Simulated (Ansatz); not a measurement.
These are frozen-core CCSD(T)/def2-TZVPP // r2SCAN-D4/def2-TZVP (Ansatz, a first-principles code) values and carry that method's errors. The geometry is that of the parent before the electron was removed.

Ansatz 0.2 input:
```yaml
crystal:
  periodic: [false, false, false]
  atoms:
    - { symbol: Si, position_ang: [-0.058579, 0.004456, 0.005882] }
    - { symbol: S, position_ang: [1.868315, -0.142102, -0.18733] }
    - { symbol: H, position_ang: [-0.995686, -1.143466, 0.104572] }
    - { symbol: H, position_ang: [-0.81405, 1.281113, 0.076876] }
basis:
  gaussian: { orbitals: def2-TZVPP }
correlation:
  method: ccsd_t
total_charge: 1
magnetization:
  spin_polarized: true
  initial_magnetization: 1
```

Output:

```
Functional definition: HF
635 factors; integrals over basis functions are off by at most 8.2e-4 eV
mean field evaluation 1: about -18700.5831 eV, gradient 1.6e1 eV
mean field evaluation 2: about -18700.5922 eV, gradient 1.6e1 eV
mean field evaluation 4: about -18703.3947 eV, gradient 3.2e0 eV
mean field evaluation 8: about -18703.6433 eV, gradient 2.8e-1 eV
mean field evaluation 16: about -18702.6804 eV, gradient 1.0e1 eV
mean field evaluation 32: about -18703.0034 eV, gradient 7.8e-1 eV
mean field evaluation 64: about -18702.9465 eV, gradient 3.1e-2 eV
mean field evaluation 96: about -18702.9317 eV, gradient 1.3e0 eV
mean field evaluation 128: about -18699.5360 eV, gradient 6.3e-1 eV
mean field evaluation 160: about -18698.7332 eV, gradient 5.5e0 eV
mean field evaluation 192: about -18700.7085 eV, gradient 1.6e-2 eV
mean field -18703.64558163 eV, -687.3462973385 hartree, gradient 1.1e-6 eV, S^2 0.766738; 8 other end points of the search recorded, 0 dependent functions left out
determinant -18703.64558163 eV, -687.3462973385 hartree, with singles and doubles -18711.24423133 eV, -687.6255425643 hartree
determinant -18702.94652323 eV, -687.3206074163 hartree, with singles and doubles -18710.45859363 eV, -687.5966709116 hartree
determinant -18700.70847540 eV, -687.2383606754 hartree, with singles and doubles -18708.54610788 eV, -687.5263883565 hartree
10 core orbitals not correlated
reference -18703.64558163 eV, -687.3462973385 hartree; 6, 5 occupied and 96, 97 virtual orbitals, 635 factors
second order -6.45893781 eV of doubles, -0.00000000 eV of singles
cycle   1  -7.47476522 eV  change   -4.3e-1 eV  update   2.2e-2
cycle   2  -7.49256419 eV  change   -1.8e-2 eV  update   5.5e-3
cycle   3  -7.49548569 eV  change   -2.9e-3 eV  update   2.7e-3
cycle   4  -7.49749140 eV  change   -2.0e-3 eV  update   1.3e-3
cycle   5  -7.49820968 eV  change   -7.2e-4 eV  update   6.9e-4
cycle   6  -7.49837612 eV  change   -1.7e-4 eV  update   2.9e-4
cycle   7  -7.49845915 eV  change   -8.3e-5 eV  update   1.1e-4
cycle   8  -7.49848429 eV  change   -2.5e-5 eV  update   4.5e-5
cycle   9  -7.49847336 eV  change    1.1e-5 eV  update   1.8e-5
cycle  10  -7.49847525 eV  change   -1.9e-6 eV  update   5.7e-6
perturbative correction -0.31795414 eV, -0.0116845992 hartree
Total energy: -18711.46201102 eV, -687.6335458206 hartree
```

Cost: around 24 core-seconds (rough).
